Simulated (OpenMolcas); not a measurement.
Re4+ (d3) among equal point charges was computed by CASSCF with the d shell active (OpenMolcas, ANO-RCC-VDZP on the metal). Its lowest spin-free states, and all those of the highest spin:

| 2S+1 | Degeneracy | E (cm-1) |
| --- | --- | --- |
| 4 | 3 | 0.0 |
| 4 | 3 | 1922 |
| 4 | 1 | 4259 |
| 2 | 2 | 13021 |
| 4 | 3 | 13944 |
| 2 | 3 | 14120 |
| 2 | 3 | 14376 |
| 2 | 1 | 15430 |
| 2 | 3 | 17937 |
| 2 | 3 | 18805 |
| 2 | 3 | 18843 |
| 2 | 2 | 19643 |

Is the site octahedral, tetrahedral or cube-like, axial, or of lower symmetry?

The states with 2S+1 = 4 have orbital degeneracies 3, 3, 1, 3. Threefold states need a cubic site. For d3 at this spin an octahedron puts the single A2 below the threefold T2 and a tetrahedron or cube puts the threefold T1 below the threefold T2, so the site is a tetrahedron or a cube, which this pattern cannot tell apart. The run had Re4+ among 8 point charges of -0.6 e arranged as a cube (Oh), 2.21 Å from the ion.

Spin-orbit coupling mixes the spin-free states strongly: the lowest level takes only 50 % from its leading state, 4T1. Without dynamic correlation the repulsion within the d shell is too large (B by tens of per cent), so at a given field states of lower spin stand too high. Point charges give a weaker field than real ligands, and real ions of this kind are as a rule low spin; the high spin found here belongs to the model. The ground term spreads over less than 5000 cm-1, several times less than with real ligands, so orbital moments are less quenched and χT lies further from the spin-only value than at real sites. Point charges carry no covalency, so the field is a model and not that of real ligands. No measured value stands beside these numbers.
